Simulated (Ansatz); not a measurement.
C2H9AlS can be A, `[CH3][AlH-]([CH3])[SH2+]`, or B, `C[S+](C)[AlH3-]`.

Gas-phase electronic energies from Ansatz, PBE0-D4/def2-TZVP geometries. CCSD(T)/CBS adds triple-zeta CCSD(T) − MP2 to the extrapolated MP2 energy (def2 sets, frozen cores). DFT in def2-TZVPP. B3LYP here is the variant with VWN-RPA as its local correlation; programs differ in this. One conformer a species, not always the lowest.

Which is lower in electronic energy at CCSD(T)/CBS, and by how much? (An estimate is asked.)

Ansatz gave: A, by 13.6 kcal/mol.

Give E(B) − E(A) in kcal/mol with CCSD(T)/def2-TZVPP, B3LYP, ωB97M-V, HF/def2-TZVPP, BLYP-D4, PBE0-D4, MP2/def2-TZVPP. (Estimate.)

Computed: CCSD(T)/def2-TZVPP 14.6, B3LYP 14.4, ωB97M-V 14.2, HF/def2-TZVPP 11.5, BLYP-D4 12.8, PBE0-D4 12.5, MP2/def2-TZVPP 14.7. None reverses the order clearly.

Does the order hold for the free energy at 298.15 K (harmonic terms from PBE0-D4)? (Estimate.)

Ansatz gave: Yes: G(B) − G(A) = +16.0 kcal/mol, for one conformer each.

Largest T1 diagnostic: 0.010.

From BLYP to BHLYP (50 % exact exchange), in def2-TZVPP and without D4, E(B) − E(A) moves by −1.4 kcal/mol. The D4 term adds −1.3 kcal/mol with B3LYP and −0.6 kcal/mol with PBE0; it sums over pairs of atoms, weighted by their polarisabilities, and B3LYP, whose exchange is more repulsive, gets the larger term.
